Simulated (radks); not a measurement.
Values are calculated unless marked as measured or tabulated.
Lu III, configuration [Xe] 4f14 6s1. Code: a radial shooting solver on a logarithmic mesh with Libxc functionals. Model: Dirac Kohn-Sham, PBEsol, spin-unpolarised, spherical densities, finite nucleus; Fermi nuclear charge, rms radius 5.37 fm.

Normalised radial functions P(r) = r R(r) (large component), r in bohr:

r,4d5/2,5p3/2,4f5/2
0.0008201,0.0000,0.0006,0.0000
0.001111,0.0000,0.0010,0.0000
0.001506,0.0000,0.0018,0.0000
0.002025,0.0001,0.0032,0.0000
0.002745,0.0002,0.0056,0.0000
0.00372,0.0004,0.0097,0.0000
0.005041,0.0010,0.0167,0.0000
0.006832,0.0023,0.0281,0.0000
0.009186,0.0053,0.0457,0.0001
0.01245,0.0120,0.0728,0.0002
0.01687,0.0266,0.1109,0.0005
0.02287,0.0571,0.1583,0.0013
0.03099,0.1168,0.2055,0.0038
0.04167,0.2206,0.2293,0.0101
0.05647,0.3898,0.1953,0.0265
0.07653,0.6132,0.0691,0.0652
0.1037,0.8166,-0.1354,0.1475
0.1406,0.8355,-0.3078,0.3012
0.189,0.4915,-0.2728,0.5354
0.2561,-0.2602,0.0443,0.8347
0.3471,-1.0938,0.4173,1.0980
0.4704,-1.4936,0.4293,1.1995
0.6376,-1.2629,-0.0504,1.0902
0.8641,-0.7168,-0.6669,0.8391
1.162,-0.2788,-0.9649,0.5625
1.574,-0.0661,-0.8316,0.3209
2.134,-0.0086,-0.4723,0.1533
2.892,-0.0005,-0.1741,0.0586
3.919,0.0000,-0.0380,0.0163
5.269,0.0000,-0.0044,0.0030
7.141,0.0000,-0.0002,0.0003
9.679,0.0000,0.0000,0.0000

4d5/2: eigenvalue -204.69 eV, 1 radial node at r = 0.233 bohr, <r> = 0.553 bohr, 90 % of the charge inside 0.831 bohr. 5p3/2: eigenvalue -46.816 eV, 3 radial nodes at r = 0.0855, 0.248, 0.622 bohr, <r> = 1.41 bohr, 90 % of the charge inside 2.07 bohr. 4f5/2: eigenvalue -27.765 eV, 0 radial nodes, <r> = 0.712 bohr, 90 % of the charge inside 1.22 bohr.
